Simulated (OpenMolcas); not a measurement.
**Ions of charge +2 along the 3d row on the Mg site of KMgF3**

```
Program             : OpenMolcas
Method              : SS-CASPT2, IPEA 0.25 Eh, imaginary shift 0.1 Eh
Spin-orbit coupling : state interaction with AMFI integrals over the reference wave functions
```

The d shell is active; CASPT2 correlates the ligand valence shells and the outer metal core. Each dopant is a cluster with its nearest anions in model potentials and point charges, with no relaxation. Distances were set from a Shannon-type radius of the metal (high-spin where two are listed) plus a fixed donor radius (F 1.31 Å), in hosts weighted 0.65 to 0.35 with the host's distance in the model lattice. Ligand basis ANO-RCC-VDZP, DKH2 Hamiltonian. States (labels of O, the rotations of Oh). Energies in cm-1 above the lowest state or level, χT in cm3 K/mol; under a threefold ground state the first gap can be a small split of the lowest multiplet, not the spin-orbit step; 10Dq and B are least-squares fits to the states below 45000 cm-1, weighted by degeneracy, with a free offset, and given where the rms deviation is under 5 % of |10Dq| (or 100 cm-1) and under 700 cm-1. Spin-only χT is S(S+1) / 2 for the spin of the ground state.

```json
{"Ion": "Ti2+", "Shell": "3d2", "R (Å)": "2.106", "Metal basis": "ANO-RCC-VTZP", "Ground state": "3T1", "First state of that spin": "3T2 12890", "10Dq": "14566", "B (rms of fit)": "691 (283)", "First gap with spin-orbit (degeneracies)": "2 (2, 3)", "χT at 300 K": "1.088", "First state of another spin": "1T2 9190", "Spin-only χT": "1.000"}
{"Ion": "V2+", "Shell": "3d3", "R (Å)": "2.06", "Metal basis": "ANO-RCC-VTZP", "Ground state": "4A2", "First state of that spin": "4T2 12740", "10Dq": "13115", "B (rms of fit)": "740 (652)", "First gap with spin-orbit (degeneracies)": "12680 (4, 2)", "χT at 300 K": "1.858", "First state of another spin": "2E 13220", "Spin-only χT": "1.875"}
{"Ion": "Co2+", "Shell": "3d7", "R (Å)": "2.031", "Metal basis": "ANO-RCC-VTZP", "Ground state": "4T1", "First state of that spin": "4T2 8000", "10Dq": "", "B (rms of fit)": "", "First gap with spin-orbit (degeneracies)": "370 (2, 4)", "χT at 300 K": "3.528", "First state of another spin": "2E 12260", "Spin-only χT": "1.875"}
{"Ion": "Ni2+", "Shell": "3d8", "R (Å)": "1.995", "Metal basis": "ANO-RCC-VTZP", "Ground state": "3A2", "First state of that spin": "3T2 9020", "10Dq": "", "B (rms of fit)": "", "First gap with spin-orbit (degeneracies)": "8700 (3, 2)", "χT at 300 K": "1.338", "First state of another spin": "1E 14390", "Spin-only χT": "1.000"}
{"Ion": "Cu2+", "Shell": "3d9", "R (Å)": "2.021", "Metal basis": "ANO-RCC-VTZP", "Ground state": "2E", "First state of that spin": "2T2 7640", "10Dq": "7643", "B (rms of fit)": "", "First gap with spin-orbit (degeneracies)": "6960 (4, 2)", "χT at 300 K": "0.566", "First state of another spin": "", "Spin-only χT": "0.375"}
```

Among the 3 ions with a close fit, |10Dq| is smallest for Cu2+ (7643 cm-1) and largest for Ti2+ (14566 cm-1). The error differs from ion to ion, so this order need not be the real one.

B goes from 691 cm-1 (Ti2+) to 740 cm-1 (V2+).

Every ion keeps the highest spin of its shell. χT departs most from the spin-only value for Co2+, by +1.653 cm3 K/mol.

Roots that are degenerate in the reference are averaged as groups; the widest CASPT2 spread within a group is 480 cm-1 (the 3-fold group of multiplicity 3 near 14500 cm-1 above the lowest state of its run, Ni2+). Shifts and gaps below about the spread of the groups concerned are not significant. Over all roots computed the reference weight is 0.74 to 0.75 in Ti2+, 0.74 to 0.75 in V2+, 0.73 to 0.74 in Co2+, 0.73 to 0.74 in Ni2+, 0.74 in Cu2+; a low but even weight reflects the number of correlated electrons. Ligand-to-metal charge-transfer states are missing. Free-ion shares, where given, are those of the reference states; single-state CASPT2 does not remix them. An orbital triplet at a regular site is open to Jahn-Teller coupling, which can distort the site and quench the lowest spin-orbit gaps and is left out (holds for Ti2+; Co2+). With no ligand orbital active B as a rule stays too high, so bands that hang on it stand too high and its fall with covalency is understated (holds for Ti2+; V2+). With one d shell and no ligand orbital active, 10Dq can be off by tens of per cent for divalent 3d ions, low with halides held by bare charges and at times high in hosts (holds for Ti2+; V2+; Co2+). A single d shell leaves out the double-shell effect, which counts most for late 3d ions, where the CASPT2 field can be off either way by tens of per cent (holds for Co2+; Ni2+; Cu2+). These CASPT2 states fit no ligand-field parameters well, so their order and spin gaps are uncertain (holds for Co2+; Ni2+). For late 3d ions with one d shell CASPT2 can put B and the spin-flip bands somewhat low as well as high (holds for Co2+; Ni2+). With one d shell and no ligand orbital active, 10Dq can be off by tens of per cent for divalent 3d ions, low with halides held by bare charges and at times high in hosts, and the orbital part of g and χT goes as 1/10Dq (holds for Ni2+; Cu2+). An orbital doublet at a regular site is open to a Jahn-Teller distortion, which this geometry leaves out (holds for Cu2+). No measured value stands beside these numbers; the geometry was set by hand and not optimised.
